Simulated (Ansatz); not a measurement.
```yaml
crystal:
  periodic: [false, false, false]
  atoms:
    - {symbol: C, position_ang: [1.054540, -2.214220, -1.697824]}
    - {symbol: C, position_ang: [1.404020, -0.868545, -1.063675]}
    - {symbol: Al, position_ang: [-0.005535, -0.000585, 0.000143]}
    - {symbol: C, position_ang: [-1.767923, -0.856503, 0.182689]}
    - {symbol: C, position_ang: [-2.807800, -0.114636, 1.021416]}
    - {symbol: C, position_ang: [0.347213, 1.724011, 0.879610]}
    - {symbol: C, position_ang: [1.740072, 2.321965, 0.685246]}
    - {symbol: H, position_ang: [1.884366, -2.633107, -2.276165]}
    - {symbol: H, position_ang: [0.782123, -2.957720, -0.943284]}
    - {symbol: H, position_ang: [0.200329, -2.131751, -2.375957]}
    - {symbol: H, position_ang: [2.291315, -0.971431, -0.423301]}
    - {symbol: H, position_ang: [1.721111, -0.156756, -1.839099]}
    - {symbol: H, position_ang: [-2.157541, -1.036987, -0.829190]}
    - {symbol: H, position_ang: [-1.607768, -1.866386, 0.586162]}
    - {symbol: H, position_ang: [-3.021481, 0.877960, 0.614563]}
    - {symbol: H, position_ang: [-3.760813, -0.650584, 1.077533]}
    - {symbol: H, position_ang: [-2.464327, 0.037504, 2.048681]}
    - {symbol: H, position_ang: [-0.419730, 2.434603, 0.540308]}
    - {symbol: H, position_ang: [0.135222, 1.600982, 1.951215]}
    - {symbol: H, position_ang: [2.521936, 1.654418, 1.058747]}
    - {symbol: H, position_ang: [1.861175, 3.279286, 1.202489]}
    - {symbol: H, position_ang: [1.960193, 2.498282, -0.371608]}
basis:
  gaussian: {orbitals: "6-31G*", fitting: {mean_field: cc-pVTZ-jkfit}}
magnetization: {spin_polarized: true, initial_magnetization: 1}
hamiltonian: {xc: {name: r2SCAN0}}
```

```sh
$ ansatz run in.yaml --threads 2 --pin off --events-out ev --progress --plain --max-ram 32768MiB --backend cpu
```

It prints (some lines left out):

```
Error: a molecule whose nuclei and cores have a total charge of 64 cannot have a net charge of 0 together with 1 unpaired electrons
```

Problem. What is wrong with this run?

Solution. The number of unpaired electrons doesn't fit the electron count. The program refused the input.
